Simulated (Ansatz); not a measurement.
Reaction (ligand exchange at a Zr–F bond): `[NH2][Zr]([OH])([F])[Cl]` + HCl → `[NH2][Zr]([OH])([Cl])[Cl]` + H–F

Isolated molecules relaxed with PBE0-D4/def2-TZVP in Ansatz; ΔE leaves out vibrations. CCSD(T)/CBS is the MP2 limit (def2-TZVPP, def2-QZVPP) plus CCSD(T) − MP2 in def2-TZVPP, frozen cores. This one scheme is used for every species. DFT in def2-TZVPP. Elements past krypton have def2 core potentials. For Zr outer-core shells are correlated without core-valence functions, which leaves a few kJ/mol of doubt a bond. Each species was taken in one conformer, which may not be the lowest.

```csv
species,r2SCAN energy (Eh)
`[NH2][Zr]([OH])([F])[Cl]`,-739.17772
HCl,-460.78587
`[NH2][Zr]([OH])([Cl])[Cl]`,-1099.51099
H–F,-100.44665
```

Question: Work out ΔE.

Answer: ΔE = (-1099.51099) + (-100.44665) − (-739.17772) − (-460.78587) = 0.00595 Eh = +15.6 kJ/mol. CCSD(T)/CBS gives +5.9 kJ/mol.

Question: What do rigid-rotor, harmonic-oscillator terms from PBE0-D4/def2-TZVP frequencies (298.15 K, 1 bar) make of the CCSD(T)/CBS value? (Estimate.)

Answer: Computed: ΔZPE = +5.1 kJ/mol, ΔH = +11.7 kJ/mol, ΔS = -2 J/(mol·K), ΔG = +12.3 kJ/mol.

Largest T1 diagnostic among the species: 0.016.

The D4 term adds −5.5 kJ/mol with B3LYP and −3.1 kJ/mol with PBE0; it sums over pairs of atoms, weighted by their polarisabilities, and B3LYP, whose exchange is more repulsive, gets the larger term. From r2SCAN to r2SCAN0 (25 % exact exchange), in def2-TZVPP and without D4, ΔE moves by −5.7 kJ/mol. At CCSD(T), def2-SVP lies +17.4 kJ/mol from the extrapolated value and def2-TZVPP +3.0 kJ/mol.

B3LYP here is the variant with VWN-RPA as its local correlation; programs differ in this.
